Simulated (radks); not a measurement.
Values are calculated unless marked as measured or tabulated.
Problem. Species: neutral technetium. Configuration: [Kr] 4d5 5s1 5p1 (not the ground configuration). Code: a radial shooting solver on a logarithmic mesh with Libxc functionals. Model: scalar-relativistic Kohn-Sham, r2SCAN, spin-polarised, spherical densities, finite nucleus; open shells are filled with parallel spins first (spin-orbit coupling, left out, can overturn this in heavy ions); meta-GGA in the generalised Kohn-Sham scheme; Fermi nuclear charge, rms radius 4.4112 fm. Some entries of the table are withheld. Estimate them.

orbital,occ.,eigenvalue (eV),<r> (bohr)
1s up,1,-20913.67,0.03429
1s down,1,-20913.67,0.03429
2s up,1,-2997.239,0.1495
2s down,1,-2996.329,0.1495
2p up,3,-2679.857,0.1304
2p down,3,-2679.186,0.1304
3s up,1,-528.0978,0.4143
3s down,1,-527.7991,0.4144
3p up,3,-423.0071,0.4157
3p down,3,-422.6096,0.4157
3d up,5,-253.5429,0.3991
3d down,5,-252.7856,0.3990
4s up,1,-77.9515,1.066
4s down,1,-73.8090,1.057
4p up,3,-49.3400,1.180
4p down,3,-44.7505,1.166
4d up,5,(1),1.684
5s up,1,-6.9698,3.150
4d down,0,(2),1.693
5p up,1,-2.5224,4.194

Solution. 
(1) 4d up eigenvalue (eV): -9.4466
(2) 4d down eigenvalue (eV): -3.8676
